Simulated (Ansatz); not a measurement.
Cartesian coordinates in Å:
```
S -1.242 1.373 0.083
C 0.156 0.850 1.172
B 0.537 0.373 -0.262
C 0.335 -1.142 -0.664
Br -0.351 -1.367 -2.480
H -1.997 0.273 0.240
H 0.603 1.746 1.592
H -0.194 0.165 1.939
H 1.211 1.092 -0.939
H 1.293 -1.664 -0.658
H -0.352 -1.698 -0.024
```

Charge 0, multiplicity 1. The bonds changed during the relaxation, so this is another structure than the one it started from.

Question: List the ωB97M-V/def2-TZVPP orbital energies in eV (the Gaussian-basis code of Ansatz). (Estimate.)

Answer: The calculation gave: Occupied: -13156.22, -2428.19, -1708.54, -1536.76, -1536.67, -1536.67, -282.33, -282.23, -241.38, -222.13, -187.52, -181.14, -180.84, -180.83, -165.24, -165.15, -165.06, -74.49, -74.41, -74.41, -74.17, -74.17, -26.01, -24.77, -21.30, -20.87, -17.01, -15.89, -14.89, -14.11, -13.31, -12.74, -11.97, -11.26, -10.32, -9.89, -9.63. Lowest empty: 1.38, 1.88, 2.19, 2.81, 2.90, 3.20, 3.65, 4.47.
